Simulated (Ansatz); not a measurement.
```yaml
crystal:
  periodic: [false, false, false]
  atoms:
    - {symbol: C, position_ang: [-1.737247, -2.123450, 0.410893]}
    - {symbol: N, position_ang: [-0.982216, -1.045345, 0.993740]}
    - {symbol: C, position_ang: [-0.641698, -1.281201, 2.372414]}
    - {symbol: Zr, position_ang: [-0.136976, 0.442398, -0.112985]}
    - {symbol: C, position_ang: [-1.633385, 0.980762, -1.697971]}
    - {symbol: C, position_ang: [-0.000417, 2.234775, 1.232565]}
    - {symbol: C, position_ang: [1.537371, 0.776178, -2.031061]}
    - {symbol: h, position_ang: [2.177694, 1.249934, -0.872797]}
    - {symbol: C, position_ang: [2.361928, 0.155419, 0.001674]}
    - {symbol: C, position_ang: [1.850442, -1.000256, -0.624813]}
    - {symbol: C, position_ang: [1.324405, -0.611752, -1.874641]}
    - {symbol: H, position_ang: [-1.944205, -1.927686, -0.646274]}
    - {symbol: H, position_ang: [-1.202607, -3.084248, 0.476435]}
    - {symbol: H, position_ang: [-2.708328, -2.254344, 0.910157]}
    - {symbol: H, position_ang: [-1.538591, -1.354452, 3.004566]}
    - {symbol: H, position_ang: [-0.035512, -0.460775, 2.770318]}
    - {symbol: H, position_ang: [-0.071273, -2.214399, 2.502776]}
    - {symbol: H, position_ang: [-1.420002, 1.951083, -2.160899]}
    - {symbol: H, position_ang: [-1.746237, 0.253219, -2.508746]}
    - {symbol: H, position_ang: [-2.606787, 1.065086, -1.192965]}
    - {symbol: H, position_ang: [0.774621, 2.189037, 2.004976]}
    - {symbol: H, position_ang: [0.154113, 3.164685, 0.673256]}
    - {symbol: H, position_ang: [-0.970807, 2.316834, 1.743694]}
    - {symbol: H, position_ang: [1.235851, 1.367727, -2.882268]}
    - {symbol: H, position_ang: [2.459358, 2.272234, -0.670644]}
    - {symbol: H, position_ang: [2.815745, 0.198682, 0.981651]}
    - {symbol: H, position_ang: [1.843991, -1.998637, -0.212901]}
    - {symbol: H, position_ang: [0.840808, -1.261520, -2.590159]}
basis:
  gaussian: {orbitals: def2-mTZVPP}
hamiltonian: {xc: {name: HSE06}, dispersion: d3bj}
scf: {lower_state_search: full}
output: {forces: true}
```

```sh
$ ansatz run in.yaml --threads 11 --pin off --events-out ev --progress --plain --max-ram 174080MiB --backend cpu
```

**Question.** How does Ansatz answer? (An estimate is asked.)

**Answer.** Ansatz gave: The program refused the input.
```
Error: YAML parse error: error: line 11 column 16: `h` is not an element symbol (H … Og, case-exact)
 9 |     - {symbol: C, position_ang: [-0.000417, 2.234775, 1.232565]}
10 |     - {symbol: C, position_ang: [1.537371, 0.776178, -2.031061]}
11 |     - {symbol: h, position_ang: [2.177694, 1.249934, -0.872797]}
12 |     - {symbol: C, position_ang: [2.361928, 0.155419, 0.001674]}
13 |     - {symbol: C, position_ang: [1.850442, -1.000256, -0.624813]}
```

HSE06 is defined as in plane-wave codes.
